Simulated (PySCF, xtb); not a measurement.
O2S2, SMILES O=[S][S]=O (connectivity only; charge and spin as stated), neutral, multiplicity 1. One conformer was computed; it need not be the lowest.

Harmonic wavenumbers (cm⁻¹) from GFN2-xTB in xtb at its own minimum, in rising order: 135, 211, 397, 493, 1100, 1170.

What does PBE-D3(BJ)/def2-SVP in PySCF give at its own minimum? (The exact figures need the calculation; the answer reports its results.)

72, 239, 398, 426, 1087, 1126. Paired by order, the mean absolute difference is 36 cm⁻¹ and the zero-point energies are 5.0 and 4.8 kcal/mol.
